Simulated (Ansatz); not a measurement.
`O=C[SiH](O)Cl` + HBr → `O[SiH](Cl)Br` + `C=O`  (ligand exchange at the Si–C bond)

Computed with Ansatz on PBE0-D4/def2-TZVP structures; ΔE is electronic, products minus reactants. CCSD(T)/CBS adds triple-zeta CCSD(T) − MP2 to the extrapolated MP2 energy (def2 sets, frozen cores). This one scheme is used for every species. DFT in def2-TZVPP. For Br outer-core shells are correlated without core-valence functions, which leaves a few kJ/mol of doubt a bond. Scalar relativity is left out up to krypton. Each species was taken in one conformer, which may not be the lowest.

Task: Is it downhill or uphill in electronic energy at CCSD(T)/CBS, and by how much? (Estimate.)

Result: The calculation gave: Downhill: ΔE = -27.1 kcal/mol.

Task: What do these levels give: B97M-V, r2SCANh-D4, ωB97X-V, PBE, HF/def2-SVP, CCSD/def2-TZVPP? (Best estimate.)

Result: The calculation gave: B97M-V -26.5, r2SCANh-D4 -26.9, ωB97X-V -26.2, PBE -25.1, HF/def2-SVP -27.5, CCSD/def2-TZVPP -26.3 kcal/mol.

Largest T1 diagnostic among the species: 0.015.

In def2-TZVPP, CCSD(T) changes the Hartree–Fock value by +3.1 kcal/mol (the triples alone add +0.4 kcal/mol) and MP2 by +1.0 kcal/mol. From BLYP to BHLYP (50 % exact exchange), in def2-TZVPP and without D4, ΔE moves by −2.6 kcal/mol.
